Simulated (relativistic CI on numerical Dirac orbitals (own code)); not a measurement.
**Hg3+ (5d9) in a crystal field**

Calculated by Dirac-Coulomb-Breit CI, separate exchange-only KLI orbitals for each configuration, QED by a radiative potential, valence Slater integrals scaled by 0.7, one configuration in a parametric crystal field (own radial code).

Field parameters in Wybourne normalisation: Oh B⁴₀ = 21Dq, B⁴₄ = √(5/14) B⁴₀. The field is a parameter set, without covalency.

S is read from ⟨S²⟩ = S(S + 1).

Levels (cm⁻¹, degeneracy): 0 (4), 35892 (2), 45982 (4).

(1) Which field gives this pattern?
A. Oh, 10Dq = 40650 cm⁻¹
B. Oh, 10Dq = 23850 cm⁻¹
C. Oh, 10Dq = 35050 cm⁻¹
D. Oh, 10Dq = 12600 cm⁻¹

Results:

(1) A. Oh, 10Dq = 40650 cm⁻¹, ground level with S = 0.50.
